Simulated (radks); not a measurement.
Neutral hydrogen inside a hard spherical wall (all orbitals vanish at R), configuration held at 1s1 and not refilled when levels cross. All-electron calculation, scalar-relativistic Kohn-Sham, LDA (Slater exchange, Perdew-Wang correlation), spin-unpolarised, spherical densities, point nucleus; without spin polarisation the odd electron is poorly described. Program: a radial shooting solver on a logarithmic mesh with Libxc functionals. Eigenvalues in eV, with the zero of energy where the potential of the charges vanishes at infinity; a dash marks a level that is unbound or too diffuse for the functional's potential to be trusted. A positive occupied level is held by the wall or, in an anion where self-interaction has pushed it up, behind a barrier. The pressure on the wall is -dE/dV.

R (bohr),E (hartree),kinetic (hartree),e(1s),"e(2s, empty)","e(2p, empty)",pressure (GPa)
free,-0.44567,0.425,-6.353,-,-,0
15,-0.44567,0.425,-6.353,0.366,0.624,< 0.0001
12,-0.44567,0.425,-6.353,0.704,0.902,< 0.0001
10,-0.44566,0.425,-6.351,1.226,1.272,0.000310
8,-0.44553,0.426,-6.332,2.446,2.043,0.00699
7,-0.44513,0.429,-6.289,3.693,2.776,0.0339
6,-0.44368,0.438,-6.161,5.892,4.016,0.169
2,-0.01123,1.379,10.309,103.77,55.168,409
